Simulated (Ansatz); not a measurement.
BiMe2H (C2H7Bi). Charge 0, multiplicity 1. Geometry PBE-D4/def2-SVP.

```xyz
10

Bi    0.664   -0.832   -0.951
C    -1.050   -1.196    0.544
C     0.615    1.445   -0.602
H    -2.000   -0.889    0.067
H    -0.876   -0.598    1.457
H    -1.094   -2.272    0.798
H     1.551    1.895   -0.982
H     0.508    1.649    0.480
H    -0.248    1.865   -1.153
H     1.930   -1.068    0.341
```

In the def2 sets Bi takes a core potential; there is no spin–orbit coupling. LC-ωPBE has ω = 0.4 bohr⁻¹.

(1) Estimate the orbital energies around the gap (eV) in Ansatz with PBE-D4/def2-SVP, PBE-D4/def2-TZVP, r2SCAN-D4/def2-TZVP, CAM-B3LYP-D4/def2-TZVP, LC-ωPBE/def2-TZVP.

Results:

(1) 
```
orbital  PBE-D4/def2-SVP  PBE-D4/def2-TZVP  r2SCAN-D4/def2-TZVP  CAM-B3LYP-D4/def2-TZVP  LC-ωPBE/def2-TZVP
HOMO−13           -26.31            -26.33               -27.21                  -30.38             -31.59
HOMO−12           -26.21            -26.24               -27.11                  -30.26             -31.46
HOMO−11           -26.20            -26.23               -27.11                  -30.25             -31.45
HOMO−10           -26.13            -26.17               -27.04                  -30.18             -31.37
 HOMO−9           -16.98            -17.16               -18.03                  -21.13             -22.96
 HOMO−8           -16.10            -16.34               -17.24                  -20.25             -21.98
 HOMO−7           -13.76            -13.85               -14.34                  -17.16             -18.80
 HOMO−6            -9.66             -9.76               -10.15                  -12.82             -14.30
 HOMO−5            -9.61             -9.71               -10.10                  -12.75             -14.22
 HOMO−4            -9.34             -9.44                -9.83                  -12.46             -13.91
 HOMO−3            -9.27             -9.37                -9.75                  -12.37             -13.82
 HOMO−2            -7.05             -7.11                -7.40                   -9.58             -10.90
 HOMO−1            -6.68             -6.72                -6.96                   -9.07             -10.38
   HOMO            -5.83             -5.92                -6.14                   -8.11              -9.32
   LUMO            -0.64             -0.95                -0.64                    0.59               1.70
 LUMO+1            -0.50             -0.75                -0.45                    0.81               1.94
 LUMO+2             0.32             -0.23                 0.23                    1.31               2.42
 LUMO+3             1.46              0.92                 1.68                    2.52               3.80
 LUMO+4             2.60              1.86                 2.71                    3.41               4.58
 LUMO+5             2.61              2.03                 2.79                    3.74               4.96
```
